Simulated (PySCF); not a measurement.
# CdTe⁻: one state, many levels of theory

State: ²Σ⁺ (doublet), unpaired electrons σ ↑. Set-up: Cd def2-TZVPPD with ECP28, Te def2-TZVPPD with ECP28; scalar-relativistic core potentials (PySCF 2.14). De refers to Cd + Te⁻ in their high-spin ground configurations, without counterpoise correction. The functionals are run spin-unrestricted. A positive dipole points towards Te; it is taken about the centre of mass and depends on that origin.

| Level | Re (Å) | ωe (cm⁻¹) | De (eV) | μ (D) | CPU s a point (SCF and correlation, without the integrals) |
| --- | --- | --- | --- | --- | --- |
| UHF | 2.705 | 147 | n/a | -3.70 | 3.9 |
| UHF-MP2 | 2.621 | 175 | 0.95 | n/a | 7.9 |
| UHF-SCS-MP2 | 2.654 | 164 | 0.76 | n/a | n/a |
| LDA | 2.616 | 176 | 1.43 | -2.34 | 2.1 |
| PBE | 2.695 | 155 | 1.01 | -2.65 | 2.8 |
| r²SCAN | 2.653 | 168 | 1.12 | -2.67 | 3.9 |
| r²SCANh | 2.649 | 169 | 1.09 | -2.75 | 6.3 |
| B3LYP | 2.727 | 143 | 0.75 | -2.90 | 5.7 |
| PBE0 | 2.665 | 164 | 1.00 | -2.82 | 6.5 |
| r²SCAN0 | 2.643 | 171 | 1.06 | -2.87 | 6.4 |
| M06 | 2.787 | 125 | 0.86 | -2.46 | 6.3 |
| LC-ωPBE | 2.609 | 183 | 1.00 | -3.09 | 6 |

The bond length runs from 2.609 Å (LC-ωPBE) to 2.787 Å (M06). De spans 0.75 eV (B3LYP, global hybrid GGA) to 1.43 eV (LDA, local density).

Correlated steps freeze 4 core orbitals. These are scalar-relativistic numbers at best; spin–orbit coupling would shift them, the dissociation energy most. For an ion De counts to the pair picked by the measured ionisation energies or electron affinities, which need not be the lowest pair at this level. The highest Kohn–Sham level is positive in this anion. Much of that is self-interaction error, but it also means that the finite basis helps to hold the extra electron. The state was picked by a PBE0 search and need not be the measured ground state.

The whole job (state search and all levels along the bond) took about 7.6 min on 2 threads of Arm Neoverse V1 (shared host), peak memory 5.8 GiB.
